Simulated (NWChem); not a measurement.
# Correlation energy of Br

```xyz
1

Br     0.0000     0.0000     0.0000
```
Charge 0, spin multiplicity 2.

All runs are NWChem calculations.

Basis set: 6-311G**. Each correlation energy counts from its own Hartree-Fock reference.

The Hamiltonian is non-relativistic. The correlated methods keep 9 core orbitals frozen. The Pople sets run with spherical d functions. The stability of the SCF solutions was not checked. Open-shell Hartree-Fock references start from PBE0 orbitals. Coupled-cluster values serve here as a point of comparison, not as the truth.

For the correlation energy, UMP2 gives -251.6 mHa and SCS-UMP2 gives -229.8 mHa. What do CCSD on UHF, CCSD[T] on UHF, CCSD(T) on UHF give?

CCSD on UHF: -253.6 mHa; CCSD[T] on UHF: -257.2 mHa; CCSD(T) on UHF: -256.9 mHa.
